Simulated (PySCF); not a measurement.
2-hydroxy-1,3,2-dioxaborolane (C2H5BO3), SMILES B1(OCCO1)O. Atoms are numbered in the order given.

```xyz
11

O     -0.1167    -2.1148     0.0000
B     -0.0466    -0.7662     0.0000
O     -1.1603     0.0256     0.0000
C     -0.7379     1.3727     0.0000
C      0.8093     1.3185     0.0000
O      1.1306    -0.0583     0.0000
H      0.7587    -2.5131     0.0000
H     -1.1366     1.8873    -0.8898
H     -1.1366     1.8873     0.8898
H      1.2451     1.8012     0.8901
H      1.2451     1.8012    -0.8901
```
Charge 0, spin multiplicity 1.

Geometry optimised at PBE0-D3(BJ)/def2-SVP. The geometry has at least one imaginary mode, so it is a saddle point at that level. Other conformers were not sampled.

Computed with PySCF with TDDFT-PBE/def2-SVPD.

Vertical excitations. Isolated molecule, no solvent. State labels are in the subgroup Cs.

```
state  symmetry  energy (eV)  λ (nm)      f          main pairs
-----  --------  -----------  ------  -----  ------------------
S1           A"         5.91     210  0.000     HOMO→LUMO 100 %
S2           A"         6.70     185  0.000   HOMO→LUMO+1 100 %
S3           A"         6.85     181  0.005   HOMO−1→LUMO 100 %
S4           A"         7.40     168  0.001    HOMO→LUMO+3 99 %
S5           A'         7.47     166  0.015    HOMO→LUMO+2 91 %
S6           A'         7.51     165  0.013    HOMO−2→LUMO 94 %
S7           A"         7.55     164  0.009    HOMO→LUMO+4 98 %
S8           A"         7.65     162  0.005  HOMO−1→LUMO+1 99 %
S9           A'         7.74     160  0.037    HOMO−3→LUMO 99 %
S10          A"         8.32     149  0.003  HOMO−1→LUMO+3 99 %
T1           A"         5.82     213      0     HOMO→LUMO 100 %
T2           A"         6.59     188      0    HOMO→LUMO+1 99 %
T3           A"         6.72     184      0   HOMO−1→LUMO 100 %
T4           A'         7.17     173      0    HOMO→LUMO+2 98 %
```
Triplets are in the Tamm–Dancoff approximation, which puts them higher than full response would, so one can lie above its singlet here.
